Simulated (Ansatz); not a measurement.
Basis sets compared for K₅H₅. The state is a singlet with charge 0. Geometry PBE-D4/def2-SVP. Ansatz on 4 threads of Arm Neoverse V1 on a shared host; times are rough, and most runs start from earlier orbitals.

```xyz
10

K    -1.5053   -1.1501   -1.4587
K     1.3240   -2.7414    0.4241
K    -1.5618    3.2563   -0.1860
K    -0.1353    0.3204    2.2829
K     1.8204    0.4424   -1.5030
H    -0.6749    1.3850   -1.6169
H     2.1150   -0.3029    0.9647
H     0.9220   -1.9619   -2.0207
H    -1.0657   -1.8459    1.0021
H    -1.2384    2.5981    2.1115
```

The 6-31G sets use Cartesian d functions. B3LYP takes the VWN-RPA correlation. The structure comes from a short search, and lower isomers may exist.

Binding counts from free atoms (K doublet, H doublet) in the same basis, without a counterpoise term.

```json
{"level": "HF/STO-3G", "functions": "70", "energy (Eh)": "-2968.1234", "HOMO (eV)": "-3.68", "LUMO (eV)": "5.88", "binding per atom (eV)": "1.09", "wall time": "0.5 s"}
{"level": "HF/6-31G", "functions": "155", "energy (Eh)": "-2998.4600", "HOMO (eV)": "-6.85", "LUMO (eV)": "0.36", "binding per atom (eV)": "1.00", "wall time": "2.8 s"}
{"level": "PBE-D4/def2-SVP", "functions": "145", "energy (Eh)": "-3001.0944", "HOMO (eV)": "-3.36", "LUMO (eV)": "-0.93", "binding per atom (eV)": "1.46", "wall time": "4.1 s"}
{"level": "PBE-D4/def2-TZVP", "functions": "195", "energy (Eh)": "-3001.4941", "HOMO (eV)": "-3.41", "LUMO (eV)": "-0.91", "binding per atom (eV)": "1.47", "wall time": "6 s"}
{"level": "r2SCAN-D4/def2-TZVP", "functions": "195", "energy (Eh)": "-3002.4089", "HOMO (eV)": "-3.51", "LUMO (eV)": "-0.25", "binding per atom (eV)": "1.52", "wall time": "14 s"}
{"level": "B3LYP-D4/6-31G", "functions": "155", "energy (Eh)": "-3002.5316", "HOMO (eV)": "-4.22", "LUMO (eV)": "-0.66", "binding per atom (eV)": "1.56", "wall time": "9 s"}
{"level": "B3LYP-D4/def2-TZVP", "functions": "195", "energy (Eh)": "-3002.7063", "HOMO (eV)": "-4.25", "LUMO (eV)": "-0.65", "binding per atom (eV)": "1.55", "wall time": "9.5 s"}
{"level": "PBE0-D4/def2-SVP", "functions": "145", "energy (Eh)": "-3001.3471", "HOMO (eV)": "-4.34", "LUMO (eV)": "-0.49", "binding per atom (eV)": "1.46", "wall time": "5.5 s"}
{"level": "PBE0-D4/def2-TZVP (with forces)", "functions": "195", "energy (Eh)": "-3001.7399", "HOMO (eV)": "-4.40", "LUMO (eV)": "-0.46", "binding per atom (eV)": "1.47", "wall time": "12 s"}
```

**Question.** Estimate the rows for PBE-D4/def2-TZVPD, r2SCAN-D4/def2-TZVPD, PBE0-D4/def2-TZVPD.

**Answer.** 
```tsv
level	functions	energy (Eh)	HOMO (eV)	LUMO (eV)	binding per atom (eV)	wall time
PBE-D4/def2-TZVPD	225	-3001.4959	-3.41	-0.93	1.48	9 s
r2SCAN-D4/def2-TZVPD	225	-3002.4103	-3.51	-0.32	1.52	18 s
PBE0-D4/def2-TZVPD	225	-3001.7413	-4.39	-0.49	1.47	14 s
```
